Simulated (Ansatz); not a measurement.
Species: CH$_{4}$BS, charge 0, doublet. CH4BS (SMILES [BH]SC, doublet).
B3LYP-D3(BJ)/def2-TZVP minimum from Ansatz (a quantum-chemistry and plane-wave program):
```
C
H 1 1.0861
H 1 1.0881 2 110.36
H 1 1.0881 2 110.36 3 -121.66
S 1 1.8544 2 109.71 3 119.17
B 5 1.7172 1 108.02 2 0.00
H 6 1.1841 5 134.89 1 0.00
```
Charge 0, spin multiplicity 2.

Total energies in cc-pV(D+d)Z, 17 correlated electrons, 7 frozen orbitals. Open shells are spin-unrestricted; no spin-orbit coupling. Correlated methods leave the cores frozen. No relativity.

| method | program | energy (Eh) | minus CCSDT(Q) (mEh) |
|---|---|---|---|
| HF | Ansatz | -462.37363 | 402.36 |
| MP2 | Ansatz | -462.71739 | 58.60 |
| CCSD | Ansatz | -462.76105 | 14.94 |
| CCSD(T) | Ansatz | -462.77385 | 2.15 |
| CCSDT(Q) | Ansatz | -462.77599 | 0.00 |

Rough core times of Ansatz's runs on a shared machine: CCSD(T) under 20 s, CCSDT(Q) 8 min.
